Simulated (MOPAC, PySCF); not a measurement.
C$_{9}$H$_{9}$N, SMILES `Cn1cc2ccccc2c1`, neutral singlet in the gas phase. 

Z-matrix (Å, degrees):
```
C
C 1 1.4055
N 2 1.3759 1 107.66
C 3 1.3759 2 111.16 1 -0.30
H 2 1.0950 3 121.00 4 179.86
H 4 1.0950 3 121.00 2 -179.86
C 4 1.4055 6 131.35 3 179.80
C 7 1.4243 4 133.44 6 -0.42
C 8 1.3865 7 118.84 4 -179.64
H 9 1.1008 8 119.67 7 -179.89
H 8 1.1010 9 120.79 10 0.03
C 1 1.4243 2 133.44 5 0.42
C 12 1.3865 1 118.84 2 179.64
H 13 1.1008 12 119.67 1 179.89
H 12 1.1010 13 120.79 14 -0.03
C 3 1.4510 4 124.36 6 -3.76
H 16 1.1064 3 109.78 4 32.62
H 16 1.1064 17 108.46 3 -119.95
H 16 1.1103 17 108.70 18 -118.02
```
Charge 0, spin multiplicity 1.

All levels are single points at this geometry (PBE-D3(BJ)/def2-SVP); Pople sets use spherical d functions. Orbital energies aren't observables, and empty levels follow the basis.

| level | HOMO (eV) | LUMO (eV) | gap (eV) | dipole (D) | vertical IE, Delta-SCF (eV) |
|---|---|---|---|---|---|
| PBE-D3(BJ)/def2-TZVP in PySCF | -4.43 | -1.52 | 2.91 | 3.17 | 6.90 |
| B3LYP/3-21G in PySCF | -4.77 | -0.41 | 4.35 | 3.32 | – |
| B3LYP/6-311+G** in PySCF | -5.11 | -0.95 | 4.16 | 3.19 | – |
| B3LYP/6-31G* in PySCF | -4.72 | -0.46 | 4.26 | 3.09 | 6.62 |
| PBE/6-31G* in PySCF | -4.06 | -1.11 | 2.95 | 3.16 | 6.63 |
| SVWN5/6-31G* in PySCF | -4.22 | -1.29 | 2.94 | 3.19 | 6.85 |
| HF/3-21G in PySCF | -6.63 | 3.05 | 9.68 | 3.23 | – |
| HF/6-31G* in PySCF | -6.53 | 3.07 | 9.60 | 3.00 | – |
| HF/STO-3G in PySCF | -4.71 | 6.02 | 10.73 | 3.00 | – |
| AM1 in MOPAC | -7.71 | 0.17 | 7.88 | 3.22 | – |
| PM3 in MOPAC | -7.89 | 0.00 | 7.89 | 3.46 | – |
| PM6 in MOPAC | -7.91 | 0.14 | 8.05 | 3.72 | – |
| PM7 in MOPAC | -7.95 | 0.01 | 7.96 | 3.73 | – |
